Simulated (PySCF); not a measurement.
Compound: C₄H₂F₃O₂ (charge -1).
Atom-mapped SMILES: `[O:1]=[CH:2]/[C:3](=[CH:4]\[O-:5])[C:6]([F:7])([F:8])[F:9]` (hydrogens: H10 on C2; H11 on C4)

Computed, not measured: PBE0-D3(BJ)/def2-SVP geometry optimisation, gas phase (PySCF).

Problem. List the bond lengths, angles and torsions at this level.

Solution. 
| bond | length (Å) | order |
| --- | --- | --- |
| O1=C2, C4–O5 | 1.230 | double/single |
| C2–C3, C3=C4 | 1.427 | single/double |
| C3–C6 | 1.473 | single |
| C6–F7, C6–F8, C6–F9 | 1.356 | single |
| C2–H10, C4–H11 | 1.123 | single |

Bonds in one row agree within 0.01 Å and their mean is given. Orders are formal, as drawn. A selection of angles:
| angle | degrees |
| --- | --- |
| O1–C2–C3 | 128.4 |
| C2–C3–C4 | 120.0 |
| C2–C3–C6 | 118.7 |
| C4–C3–C6 | 121.3 |
| C3–C6–F7 | 113.0 |
| F7–C6–F8 | 105.0 |
| F8–C6–F9 | 104.4 |

Dihedral angles: O1–C2–C3–C4 180° (antiperiplanar); C2–C3–C4–O5 0° (synperiplanar); C2–C3–C6–F7 180° (antiperiplanar).

C3 (carbon bonded to 3 C) is planar (angles 121.3°, 120.0° and 118.7°, sum 360.0°, 0.00 Å off the plane of its three neighbours). All 3 C–F bonds measure 1.355 to 1.358 Å. C2 (carbon bonded to C, O and H) is planar (angles 128.4°, 120.3° and 111.4°, sum 360.0°, 0.00 Å off the plane of its three neighbours). Of the pairs four or more bonds apart, F7···H11 is among the closest relative to their van der Waals radii: 2.28 Å, 86 % of the sum of Bondi's values. The C–C distances run from 1.426 Å (C3=C4, drawn double in one of several resonance forms) to 1.473 Å (C3–C6, drawn single), a spread of 0.047 Å.

Point group: Cs (tolerance 0.08 Å). No frequency check. The geometry's basis has no diffuse functions, a weakness for an anion.

One conformer stands for the species.
